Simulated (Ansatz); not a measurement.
C2H10As2BN, singlet, at a GFN2-xTB geometry; CASSCF(2,4)/STO-3G (Ansatz, a quantum-chemistry and plane-wave program).

The Ansatz input:
Ansatz 0.2 input:
```yaml
crystal:
  periodic: [false, false, false]
  atoms:
    - {symbol: B, position_ang: [-0.21212513, 0.13789072, -0.00465746]}
    - {symbol: As, position_ang: [1.15165516, 0.16762246, -1.52311615]}
    - {symbol: H, position_ang: [2.31166319, -0.12987759, -0.60153468]}
    - {symbol: H, position_ang: [1.45461785, 1.64716400, -1.39497005]}
    - {symbol: As, position_ang: [0.24268690, -1.14284676, 1.53525342]}
    - {symbol: H, position_ang: [-1.17686973, -1.61083367, 1.80665675]}
    - {symbol: H, position_ang: [0.06870932, -0.09580909, 2.61800673]}
    - {symbol: N, position_ang: [-1.36404410, 0.90188378, -0.07445856]}
    - {symbol: C, position_ang: [-1.72073633, 1.74979049, -1.19514094]}
    - {symbol: C, position_ang: [-2.38489632, 0.98530600, 0.95035935]}
    - {symbol: H, position_ang: [-2.71228118, 1.47845520, -1.57050285]}
    - {symbol: H, position_ang: [-1.75003506, 2.80050478, -0.88781581]}
    - {symbol: H, position_ang: [-1.00042591, 1.64333831, -2.00703720]}
    - {symbol: H, position_ang: [-2.53062480, 2.02693339, 1.25250970]}
    - {symbol: H, position_ang: [-3.33906237, 0.60391955, 0.57234291]}
    - {symbol: H, position_ang: [-2.09624908, 0.40538765, 1.82500131]}
basis:
  gaussian:
    orbitals: STO-3G
hamiltonian:
  xc: hf
magnetization: {spin_polarized: false}
correlation: {active_space: {window: {electrons: 2, orbitals: 4}}}
```

Predict the main parts of the log of this Ansatz run.


```
Functional definition: HF
786 factors; integrals over basis functions are off by at most 4.4e-5 eV
mean field evaluation 1: about -124554.8606 eV, gradient 1.8e1 eV
mean field evaluation 2: about -124555.1143 eV, gradient 1.8e1 eV
mean field evaluation 4: about -124556.6549 eV, gradient 1.4e0 eV
mean field evaluation 8: about -124556.6656 eV, gradient 2.0e-2 eV
mean field -124556.66556856 eV, -4577.3730321045 hartree, gradient 2.2e-6 eV, S^2 0.000000; 0 other end points of the search recorded, 0 dependent functions left out
reference -124556.66556856 eV, -4577.3730321045 hartree; 50, 50 occupied and 16, 16 virtual orbitals, 786 factors
state -124557.15545341 eV, -4577.3910350407 hartree
2 active orbitals were swapped for others, from the solution at -124557.02267782 eV, -4577.3861556277 hartree to that at -124557.15545341 eV, -4577.3910350407 hartree; typed "places" are swapped only where nearly empty or full, and so, without "given_window_search", are "orbital_numbers", "shells" and a window whose orbitals a file names under [Active]
the orbitals are reached from a further start. From the first start the search ends at -124557.01293706 eV, -4577.3857976614 hartree
Total energy: -124557.15545341 eV, -4577.3910350407 hartree
```
